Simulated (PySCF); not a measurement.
Geometries of 3 isomers of C5H6S2, from PBE0-D3(BJ)/def2-SVP geometry optimisation, gas phase in PySCF 2.14.0. One conformer each, no zero-point energy, no frequencies.

**Question.** Which isomer lies lowest at this level?
A.
```xyz
13
angstrom
S     -2.813    0.956    0.332
C     -1.671   -0.192   -0.510
C     -0.226    0.050   -0.241
C      0.717   -0.865    0.162
C      2.018   -0.303    0.296
C      2.040    1.033   -0.004
S      0.484    1.615   -0.442
H     -2.361    0.718    1.582
H     -1.906   -0.060   -1.578
H     -1.916   -1.233   -0.255
H      0.478   -1.913    0.352
H      2.900   -0.864    0.608
H      2.890    1.713    0.021
```
B.
```xyz
13
angstrom
C      2.428    0.228   -0.210
S      1.312   -1.172   -0.376
C     -0.245   -0.406   -0.115
C     -1.447   -1.184   -0.163
C     -2.564   -0.429    0.063
S     -2.180    1.220    0.335
C     -0.496    0.920    0.147
H      3.441   -0.167   -0.361
H      2.366    0.672    0.795
H      2.226    0.994   -0.973
H     -1.466   -2.257   -0.357
H     -3.600   -0.763    0.083
H      0.214    1.739    0.241
```
C.
```xyz
13
angstrom
C      2.631   -0.084    0.408
S      1.737   -0.208   -1.151
C      0.080   -0.013   -0.625
C     -1.025   -0.031   -1.445
C     -2.240    0.155   -0.730
C     -2.049    0.311    0.616
S     -0.379    0.233    1.028
H      2.338   -0.886    1.102
H      2.479    0.897    0.881
H      3.694   -0.199    0.157
H     -0.962   -0.172   -2.525
H     -3.224    0.173   -1.200
H     -2.793    0.468    1.396
```

**Answer.** A. That is 2-thiophenemethanethiol, `SCc1cccs1`, 2.6 kcal/mol below the next.

```csv
SMILES,atoms numbered as above,E (Eh),relative (kcal/mol),relative (kJ/mol),dipole (D)
SCc1cccs1,[SH:1][CH2:2][c:3]1[cH:4][cH:5][cH:6][s:7]1,-989.62905,0.0,0.0,1.72
CSc1ccsc1,[CH3:1][S:2][c:3]1[cH:4][cH:5][s:6][cH:7]1,-989.62491,2.6,10.9,0.96
CSc1cccs1,[CH3:1][S:2][c:3]1[cH:4][cH:5][cH:6][s:7]1,-989.62367,3.4,14.1,0.97
```

As drawn, the lowest has an S–H bond, which the highest lacks.
